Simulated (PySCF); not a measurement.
**Electric field gradients and quadrupole coupling constants**

Species: 2-isopropyl-1,3-dithiolane, C6H12S2.
Z-matrix (Å and degrees, PBE0-D3(BJ)/def2-SVP geometry), rows numbered from 1:
```
C 
C   1  1.5209
C   2  1.5244  1  111.59
C   2  1.5364  1  113.28  3  -124.91
S   4  1.8386  2  111.35  1   -66.62
C   5  1.8166  4   97.74  2   128.26
C   6  1.5144  5  108.04  4   -30.65
S   7  1.8129  6  106.92  5    49.90
H   1  1.1019  2  110.35  3    60.39
H   1  1.1002  2  110.63  3   -58.90
H   1  1.0998  2  110.97  3  -179.01
H   2  1.1064  1  108.22  3   118.77
H   3  1.1004  2  110.89  1    56.04
H   3  1.1013  2  111.68  1   176.43
H   3  1.1022  2  110.41  1   -63.39
H   4  1.1012  2  108.77  1   174.82
H   6  1.1014  5  107.28  4  -151.43
H   6  1.1004  5  110.07  4    90.31
H   7  1.1003  6  111.38  5   -71.24
H   7  1.1009  6  111.83  5   166.85
```

Field gradients from the PBE0/pcSseg-1 density (PySCF, non-relativistic), principal values in atomic units, ordered |Vxx| ≤ |Vyy| ≤ |Vzz|:

```
atom     Vxx     Vyy      Vzz
  S5  0.5733  2.5643  -3.1376
  S8  0.5815  2.4948  -3.0763
```

Q: Find the asymmetry η = (Vxx − Vyy)/Vzz and the couplings χ = eQV/h (234.96 MHz × Q in barn × V in au), with Q(33S) = −0.0678 b.

A: 
```tsv
atom	environment	nucleus	η	χzz (MHz)	χxx (MHz)	χyy (MHz)
S5	sulfide sulfur	33S	0.63	49.98	-9.13	-40.85
S8	sulfide sulfur	33S	0.62	49.01	-9.26	-39.74
```

The tensor is traceless: Vxx + Vyy + Vzz = 0.

Q: What is Vzz at S5 in SI units (1 au = 9.71736 × 10²¹ V/m²)?

A: -3.1376 au = -30.489 × 10²¹ V/m².

Were the hydrogens deuterons (Q(2H) = 0.00286 b), χzz would run from 185 kHz (H12) to 198 kHz (H10 and H13).

Geometry: PBE0-D3(BJ)/def2-SVP, one conformer, isolated molecule. A larger basis could move these couplings by a tenth or more.
